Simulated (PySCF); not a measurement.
The numbers are results of PBE-D3(BJ)/def2-TZVP // B3LYP-D3(BJ)/def2-TZVP (PySCF), not measurements. Isolated molecules, 0 K electronic values unless said otherwise. One relaxed conformer stands for a flexible species; it need not be the lowest. Excitations are Tamm–Dancoff values on a coarser integration grid. The basis has no diffuse functions, so Rydberg states are missing or too high.

Reference species (SMILES): `C[C@@H]1CC1=[SiH2]` (neutral, multiplicity 1).

```yaml
HOMO: -5.20 eV
HOMO–LUMO gap: 3.32 eV
T1 excitation (TDA): 2.50 eV
```

Changed species: `C(C[SiH3])=C=C`.

Task: Give the shifts of the HOMO, HOMO–LUMO gap and T1 excitation (TDA).

Result: the HOMO drops by 0.75 eV, to -5.95 eV; the HOMO–LUMO gap rises by 1.78 eV, to 5.10 eV; the T1 excitation (TDA) rises by 1.97 eV, to 4.47 eV.
